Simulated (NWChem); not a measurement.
System meant: ZnH₂O₂ cation, doublet; SMILES of the neutral closed-shell parent [OH][Zn][OH]

Input file for NWChem:

```
start job
memory heap 200 mb stack 900 mb global 1100 mb
charge 1
geometry units angstroms noautoz
  Zn     0.000000     0.000000    -0.251414
  O     -1.796569     0.000000    -0.423530
  H     -2.384198     0.000000     0.370405
  O      1.796569     0.000000    -0.423530
  H      2.384198     0.000000     0.370405
end
basis spherical
  Zn library def2-svp
  O library def2-svp
  H library def2-svp
end
dft
  odft
  mult 3
  xc pbe0
  iterations 150
  mulliken
end
task dft energy
```

End of the output:

```
 ==============================================================================
                                 internuclear angles
 ------------------------------------------------------------------------------
        center 1       |       center 2       |       center 3       |  degrees
 ------------------------------------------------------------------------------
    2 O                |   1 Zn               |   4 O                |   169.06
    1 Zn               |   2 O                |   3 H                |   121.03
    1 Zn               |   4 O                |   5 H                |   121.03
 ------------------------------------------------------------------------------
                            number of included internuclear angles:          3
 ==============================================================================

 Summary of "ao basis" -> "" (spherical)
 ------------------------------------------------------------------------------
       Tag                 Description            Shells   Functions and Types
 ---------------- ------------------------------  ------  ---------------------
 Zn                         def2-svp                11       31   5s3p2d1f
 O                          def2-svp                 6       14   3s2p1d
 H                          def2-svp                 3        5   2s1p

                                 NWChem DFT Module
                                 -----------------

 Summary of "ao basis" -> "ao basis" (spherical)
 ------------------------------------------------------------------------------
       Tag                 Description            Shells   Functions and Types
 ---------------- ------------------------------  ------  ---------------------
 Zn                         def2-svp                11       31   5s3p2d1f
 O                          def2-svp                 6       14   3s2p1d
 H                          def2-svp                 3        5   2s1p

      Symmetry analysis of basis
      --------------------------

        a1         28
        a2          8
        b1         21
        b2         12

  number of electrons :                   47
  multiplicity        :                    3
 ------------------------------------------------------------------------
  no. of electrons and multiplicity not compatible                  47
 ------------------------------------------------------------------------
 ------------------------------------------------------------------------
  current input line :
    23: task dft energy
 ------------------------------------------------------------------------
 ------------------------------------------------------------------------
 There is an error in the input file
 ------------------------------------------------------------------------
 For more information see the NWChem manual at https://nwchemgit.github.io

0: no. of electrons and multiplicity not compatible:Received an Error in Communication
```

Question: Find the fault in this run and fix the input.

Answer: The input was rejected before any calculation. Cause: the multiplicity doesn't fit the number of electrons (an even count wants an odd multiplicity, and the reverse). This input runs:
```
start job
memory heap 200 mb stack 900 mb global 1100 mb
charge 1
geometry units angstroms noautoz
  Zn     0.000000     0.000000    -0.251414
  O     -1.796569     0.000000    -0.423530
  H     -2.384198     0.000000     0.370405
  O      1.796569     0.000000    -0.423530
  H      2.384198     0.000000     0.370405
end
basis spherical
  Zn library def2-svp
  O library def2-svp
  H library def2-svp
end
dft
  odft
  mult 2
  xc pbe0
  iterations 150
  mulliken
end
task dft energy
```
It converges to -1929.91164 Ha (PBE0/def2-SVP, spin-unrestricted).
